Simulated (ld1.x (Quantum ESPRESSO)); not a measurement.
# u(r) = r·R(r): atom against pseudo-atom (boron)

Columns: radius, all-electron u(r) and pseudo u(r) of the 2p shell (level -25.49 eV) of boron in the configuration [He] 2s1 2p0; PBE, non-relativistic, ultrasoft scheme, ld1.x (Quantum ESPRESSO) 7.5.

```tsv
r (bohr)	all-electron	pseudo
0.123	0.0577	0.0121
0.245	0.1751	0.0471
0.368	0.3074	0.1030
0.490	0.4308	0.1746
0.613	0.5379	0.2578
0.735	0.6229	0.3455
0.858	0.6866	0.4329
0.980	0.7310	0.5130
1.103	0.7588	0.5822
1.225	0.7704	0.6358
1.348	0.7677	0.6725
1.470	0.7531	0.6911
1.593	0.7287	0.6927
1.715	0.6973	0.6793
1.838	0.6606	0.6535
1.960	0.6210	0.6194
2.083	0.5794	0.5796
2.205	0.5377	0.5380
2.328	0.4960	0.4961
2.450	0.4557	0.4557
2.573	0.4167	0.4167
2.695	0.3798	0.3798
2.818	0.3447	0.3447
2.940	0.3120	0.3120
3.063	0.2814	0.2814
3.185	0.2532	0.2532
```

(1) How many radial nodes do the two functions have?

(2) At about which radius was the pseudo-wave matched?

(3) Is the pseudo-wave norm-conserving?

## Answers

(1) The all-electron 2p function has n − l − 1 = 0; the pseudo-wave has 0.

(2) 2.45 bohr. The columns agree to 0.0005 from 2.08 bohr on; several derivatives are matched, so the curves merge somewhat inside the radius.

(3) No, it belongs to an ultrasoft set: the norm inside the radius is not constrained, and the difference is carried by the augmentation charge.
